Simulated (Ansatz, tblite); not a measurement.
Adding an electron: Ge5H7⁺. Total charge 1; singlet. Geometry: r2SCAN-D4/def2-SVP. Ansatz, gas phase; energy differences of separate SCF runs; the reduced species was run as a doublet alone.

| atom | x (Å) | y (Å) | z (Å) |
| --- | --- | --- | --- |
| Ge1 | 1.836 | -0.500 | 0.394 |
| Ge2 | -0.554 | 0.333 | -0.992 |
| Ge3 | -0.058 | -1.924 | -0.030 |
| Ge4 | 0.770 | 1.639 | 0.681 |
| Ge5 | -2.886 | 0.684 | -0.257 |
| H6 | -0.012 | 0.485 | -2.416 |
| H7 | 0.115 | -3.073 | -1.019 |
| H8 | -2.428 | 0.311 | 1.220 |
| H9 | 2.670 | -0.434 | -0.910 |
| H10 | -0.011 | 1.813 | 1.980 |
| H11 | 1.501 | 2.878 | 0.171 |
| H12 | -0.943 | -2.213 | 1.178 |

The xTB rows come from tblite. HOMO above LUMO, or a gap near zero within one spin, warns that the state may not be the lowest or that an electron is smeared out. The structure comes from a short search, and lower isomers may exist.

```
               level  −HOMO (eV)  −LUMO (eV)  vertical EA (eV)  HOMO–LUMO gap (eV)                                                                              remarks
            GFN1-xTB       14.69       13.23             11.20                1.46                                                                                    –
            GFN2-xTB       14.33       12.26              9.80                2.07                                                                                    –
    PBE-D4/def2-TZVP       10.16        8.05              5.86                2.10  gap within one spin near zero (doublet), restricted SCF unstable in HF (+1 singlet)
r2SCANh-D4/def2-TZVP       10.66        7.68              5.99                2.97                                           restricted SCF unstable in HF (+1 singlet)
   PBE0-D4/def2-TZVP       10.93        7.26              5.86                3.67                                           restricted SCF unstable in HF (+1 singlet)
```

  Raw xTB energy differences between charge states are shifted by several eV; the methods need an empirical correction for them.
